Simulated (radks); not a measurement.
Computed order of ionisation of selenium. At each step one electron was removed from each of the four highest sub-shells of the ion before, moves of one valence electron (up to charge 6) and the configuration listed by NIST were tried, and the lowest configuration was kept. Calculated with a radial shooting solver on a logarithmic mesh with Libxc functionals: scalar-relativistic Kohn-Sham, LDA (Slater exchange, Perdew-Wang correlation), spin-polarised, spherical densities, finite nucleus; Fermi nuclear charge, rms radius of each element as measured or else 0.836 A^(1/3) + 0.57 fm. Open shells are filled with parallel spins first.

species,lowest configuration found,NIST configuration,margin to the next tried (eV),IE (eV),NIST IE (eV),kind
Se,[Ar] 3d10 4s2 4p4,same,10.828,9.905,9.752,exp.
Se+,[Ar] 3d10 4s2 4p3,same,11.478,21.367,21.20,exp.
Se2+,[Ar] 3d10 4s2 4p2,same,9.292,31.793,31.70,exp.
Se3+,[Ar] 3d10 4s2 4p1,same,10.634,42.849,42.947,exp.
Se4+,[Ar] 3d10 4s2,same,12.268,68.575,68.3,semi-emp.
Se5+,[Ar] 3d10 4s1,same,14.545,83.414,81.83,exp.
Se6+,[Ar] 3d10,same,53.195,155.59,155.33,exp.
Se7+,[Ar] 3d9,same,100.20,187.62,184,theory
Se8+,[Ar] 3d8,same,100.32,221.42,219,theory
Se9+,[Ar] 3d7,same,100.23,256.87,255,theory
Se10+,[Ar] 3d6,same,99.898,293.83,291,theory
Se11+,[Ar] 3d5,same,99.340,343.55,343,theory
Se12+,[Ar] 3d4,same,87.159,385.02,383,theory
Se13+,[Ar] 3d3,same,87.446,427.98,426,theory

Reference values: NIST Atomic Spectra Database (exp. = measured, semi-emp. = semi-empirical, theory = theoretical value adopted there). Open shells are spherical and high-spin; term and fine-structure splittings are not resolved.
